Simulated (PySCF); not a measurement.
TiN: from constants to spectrum

PBEsol constants of TiN, ²Σ⁺ (doublet), unpaired electrons σ ↑ (PySCF, no relativity, basis sets Ti def2-TZVPPD, N def2-TZVPPD; masses 47.9479 and 14.0031 u):

```
ωe              : 1122.8 cm⁻¹
ωexe            : 4.31 cm⁻¹
Be              : 0.63761 cm⁻¹
αe              : 0.00321 cm⁻¹
D (centrifugal) : 8.22e-07 cm⁻¹
```

Question: Give the vibrational terms G(v) and spacings up to v = 6.

Answer: G(v) = ωe(v+½) − ωexe(v+½)².

```tsv
v	G(v) (cm⁻¹)	G(v) − G(v−1)	Bv (cm⁻¹)
0	560		0.6360
1	1675	1114	0.6328
2	2780	1106	0.6296
3	3877	1097	0.6264
4	4965	1088	0.6232
5	6045	1080	0.6200
6	7116	1071	0.6167
```

De is left out where the level can put another filling of the metal’s s and d shells below the measured ground configuration, by anything from nothing to about 1 eV. With d or f electrons several states lie close, and the lowest PBE0 determinant need not be the measured ground state.
